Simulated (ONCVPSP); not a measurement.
## What one change does to a pseudopotential (Se, ONCV)

* Element: Se
* Generator: ONCVPSP 4.0.1
* Type: optimised norm-conserving Vanderbilt (ONCV)
* Functional: LDA (Perdew-Wang 92)
* Relativity: scalar-relativistic
* Frozen core: [Ne]
* Valence charge: 24
* Reference configuration: 3s2 3p6 3d10 4s2 4p4
* Partial waves: 3s+4s: rc 1.00 bohr, ncon 4, nbas 7, qcut 11 1/bohr, 2 projectors; 3p+4p: rc 1.20 bohr, ncon 3, nbas 7, qcut 13.9 1/bohr, 2 projectors; 3d: rc 0.70 bohr, ncon 4, nbas 9, qcut 23.3 1/bohr, 2 projectors, debl 1.3 Ha
* Local potential: polynomial inside 0.55 bohr (lpopt 1, dvloc0 1 Ha)
* Core correction: polynomial model core, fcfact 0.45

In the d channel the program set the typed energies aside and used -1.962, 0.250 Ha.

All-electron outer shells of the reference configuration (LDA (PZ), scalar-relativistic, ld1.x):

```
shell  level (eV)  outermost node (bohr)  outermost maximum (bohr)
   2s    -1604.72                   0.06                      0.17
   2p    -1412.93                      –                      0.13
   3s     -212.67                   0.24                      0.50
   3p     -152.70                   0.21                      0.50
   3d      -53.39                      –                      0.45
   4s      -17.49                   0.70                      1.51
   4p       -6.66                   0.74                      1.80
```

Change: all radii but the core radius scaled by about 1.23 (s 1.24, p 1.48, d 0.86 bohr); local potential polynomial inside 0.68 bohr (lpopt 1, dvloc0 1 Ha).

Cutoffs: the cutoffs (Ha) at which the residual kinetic energy of the hardest occupied pseudo-wave falls to 1 and 0.1 mHa per electron; they do not see the model core or the augmentation charge, which bear on the density cutoff. Errors are all-electron minus pseudo energies relative to the spin-unpolarised reference configuration.

Question: How do hardness, ghosts and transferability respond?

Answer: The potential gets softer (209 Ha and 235 Ha → 178 Ha and 202 Ha); of the 4 tests that both files solve, the error grows in 1 and shrinks in 0 by more than 15 % and 0.3 meV (median size 6.0 → 6.4 meV); neither file shows a bound ghost. A larger radius leaves more room for a smooth pseudo-wave, so fewer plane waves are needed.

| quantity | base | changed |
| --- | --- | --- |
| cutoff, loose | 209 Ha | 178 Ha |
| cutoff, tight | 235 Ha | 202 Ha |
| loose cutoff by channel | s 47 Ha, p 62 Ha, d 209 Ha | s 28 Ha, p 50 Ha, d 178 Ha |
| bound ghosts | none | none |
| GHOST(+) flags under 300 eV | none | none |
| error for 3s2 3p6 3d10 4s2 4p3, meV [ΔE 11.00 eV] | -1.5 | -1.5 |
| error for 3s2 3p6 3d10 4s2 4p2, meV [ΔE 31.56 eV] | -4.2 | -4.3 |
| error for 3s2 3p6 3d10 4s2 4p1, meV [ΔE 62.71 eV] | -7.7 | -8.5 |
| error for 3s1 3p6 3d10 4s2 4p4, meV [ΔE 224.27 eV] | -337 | -569 |
| rms error of d²Exc/dni dnj with the model core, mHa | 1.37 | 1.64 |
